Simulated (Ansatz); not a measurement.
Geometry optimisation, Ansatz, RKS BLYP-D4/def2-SVP.

The input (input.yaml):

```yaml
crystal:
  periodic: [false, false, false]
  atoms:
    - { symbol: B, position_ang: [0.18917, 1.2785, 0.14979] }
    - { symbol: C, position_ang: [0.26299, -0.16787, -0.34379] }
    - { symbol: C, position_ang: [-0.49506, -1.15214, 0.21547] }
    - { symbol: S, position_ang: [1.36345, -0.54393, -1.64206] }
    - { symbol: H, position_ang: [0.82353, 2.13851, -0.34326] }
    - { symbol: H, position_ang: [-0.51622, 1.5652, 1.05874] }
    - { symbol: H, position_ang: [-1.1816, -0.93967, 1.02543] }
    - { symbol: H, position_ang: [-0.44627, -2.1786, -0.12031] }
total_charge: -1
basis:
  gaussian: { orbitals: def2-SVP }
hamiltonian:
  xc: blyp
  dispersion: d4
relax:
  f_tol: 0.015
  max_steps: 40
output:
  orbitals: {}
```

Command:

```bash
$ ansatz run input.yaml --threads 1 --pin off --max-ram 2048MiB --backend cpu --events-out ev --progress --plain --runs-dir out
```

Problem. Where does it end, and by what steps?

Solution. It converged. Limits of this set-up: an anion without diffuse functions, the dipole of an ion depends on the origin. After 15 steps the energy has fallen by 1.075 eV; H6 moved furthest, 1.39 Å. Joined: B1–S4.

```csv
step,energy less start (eV),largest force component (eV/Å),accepted
0,0.0000,0.873,yes
1,-0.1447,0.315,yes
2,-0.1638,0.270,yes
3,-0.1651,0.458,yes
4,-0.1963,0.584,yes
5,-0.2735,0.590,yes
6,-0.3704,0.714,yes
7,-0.5271,0.751,yes
8,-0.7064,0.808,yes
9,-0.9443,0.622,yes
10,-1.0424,0.494,yes
11,-1.0655,0.257,yes
12,-1.0618,0.207,no
13,-1.0734,0.096,yes
14,-1.0749,0.031,yes
15,-1.0749,0.011,yes
```

```xyz
8
Properties=species:S:1:pos:R:3
B 0.426 1.272 0.045
C 0.083 -0.236 -0.094
C -0.743 -1.287 0.120
S 1.669 -0.095 -0.906
H -0.095 2.099 -0.708
H 0.869 1.710 1.110
H -1.701 -1.151 0.655
H -0.507 -2.313 -0.222
```

Whether the end is a true minimum wasn't checked by a vibrational analysis.

Time of the run: 39 s on 1 thread of Arm Neoverse V1, with other jobs on the host, peak memory 0.12 GiB.
